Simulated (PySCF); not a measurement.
F3GeHS, SMILES [F][Ge]([F])([F])[SH]. Heavy atoms are numbered as in [F:1][Ge:2]([F:3])([F:4])[SH:5]. Hydrogens are named by the atom that carries them.

Geometry optimised at B3LYP-D3(BJ)/def2-SVP. The structure was generated by enumeration, and PubChem lists no compound with its InChIKey, so it may never have been made. The values are those of a single conformer.

Method: PBE0/pcSseg-1 (PySCF).

GIAO shieldings, no solvent; atoms alike by connectivity are averaged. δ = σ(ref) − σ: ¹⁹F against CFCl3 (σ = 167.2 ppm); ⁷³Ge against GeH4 (σ = 1658.3 ppm); ³³S against H2S (σ = 716.7 ppm); ¹H against TMS (σ = 31.56 ppm), references at their B3LYP-D3(BJ)/def2-TZVP geometries, non-relativistic.

| atoms | nucleus | count | δ (ppm) |
|---|---|---|---|
| F1 | ¹⁹F | 3 | -126.6 |
| Ge2 | ⁷³Ge | 1 | (withheld) |
| S5 (SH) | ³³S | 1 | (withheld) |
| H on S5 | ¹H | 1 | 1.84 |

### Question
What belongs in the gaps? (The exact figures need the calculation; the answer reports its results.)

### Answer

- Ge2, δ (ppm): 316.9
- S5 (SH), δ (ppm): 33.1
